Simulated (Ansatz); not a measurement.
Worked example: the interaction energy

The pair of F⁻ (SMILES [F-], atom 1) and CH4 (SMILES C, atoms 2–6), both closed shells, in one local arrangement (a lower one may exist), relaxed at PBE0-D4/def2-TZVPD:

F1  (-1.065, 0.260, -2.181)
C2  (0.211, -0.051, 0.431)
H3  (-0.428, 0.360, 1.220)
H4  (1.171, 0.474, 0.452)
H5  (-0.277, 0.068, -0.568)
H6  (0.389, -1.110, 0.645)
(Å)

Both fragments are computed in the basis of the whole pair.

Ansatz 0.2.0; basis: def2-TZVPPD and def2-QZVPPD; cores frozen in the correlated methods.

Energies in eV:

| quantity | pair | first fragment | second fragment |
| --- | --- | --- | --- |
| Hartree–Fock, triple zeta (X = 3) | -3800.79069 | -2706.33197 | -1094.25840 |
| Hartree–Fock, quadruple zeta (X = 4) | -3800.94212 | -2706.42174 | -1094.31783 |
| MP2 correlation, X = 3 | -13.31224 | -7.83596 | -5.40765 |
| MP2 correlation, X = 4 | -14.29451 | -8.49628 | -5.71547 |
| CCSD(T) correlation, X = 3 | -14.16455 | -7.94251 | -6.13854 |

Q: Work out the interaction energy at the basis limit: extrapolate Hartree–Fock as E(X) = E∞ + A exp(−7.88 √X) and the MP2 correlation as E(X) = E∞ + B X^−2.97 (the exponents that Neese and Valeev fitted for def2-TZVPP and QZVPP, reused here for the diffuse sets), then add CCSD(T) − MP2 in triple zeta.

A: Each step is linear, so take the differences first (pair − first fragment − second fragment): Hartree–Fock -0.20032 (X = 3) and -0.20255 (X = 4); MP2 correlation -0.06863 and -0.08276; CCSD(T) correlation -0.08350.
Two points give E∞ = E(4) + w [E(4) − E(3)], with w = 1/(exp(7.88 (2 − √3)) − 1) = 0.1377 for Hartree–Fock and w = 1/((4/3)^2.97 − 1) = 0.7407 for the correlation.
Hartree–Fock: -0.20255 + 0.1377 × (-0.00223) = -0.2029 eV.
MP2 correlation: -0.08276 + 0.7407 × (-0.01413) = -0.0932 eV.
CCSD(T) − MP2: -0.08350 − (-0.06863) = -0.0149 eV.
Sum: -0.2029 + (-0.0932) + (-0.0149) = -0.3110 eV, or -7.17 kcal/mol. Plain CCSD(T) in triple zeta gives -0.2838 eV, so the larger basis shifts the result by -0.0272 eV.

The T1 diagnostic stays at or below 0.023.

For scale, one of the runs: CCSD(T)/def2-TZVPPD, 145 basis functions, launched by `ansatz run in.yaml --threads 2 --pin off --events-out ev --progress --plain --max-ram 5222MiB`. The run took 6.5 s on 2 CPU threads of an Intel Xeon Platinum 8488C (shared host), with 0.67 GiB of host memory at its peak.
